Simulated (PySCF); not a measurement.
PySCF input:

```python
from pyscf import gto, scf, dft

mol = gto.M(
    atom='''
    Br   -0.00000000   -0.00000000   -1.11103876
    Br    0.00000000    0.00000000    1.11103876
    ''',
    basis='def2-tzvpd',
    charge=1,
    spin=1,
    symmetry='D2h',
    verbose=4,
)

mf = dft.UKS(mol, xc='pw6b95').density_fit(auxbasis='def2-universal-jkfit')
mf.grids.level = 3
mf.conv_tol = 1e-9
mf.max_cycle = 100
mf.max_memory = 1500
mf.kernel()
if not mf.converged:
    mf = mf.newton()
    mf.kernel(mf.make_rdm1())
mf.analyze()
```

Q: What final total energy does it print?

A: -5150.17864 Eh (PW6B95/def2-TZVPD).
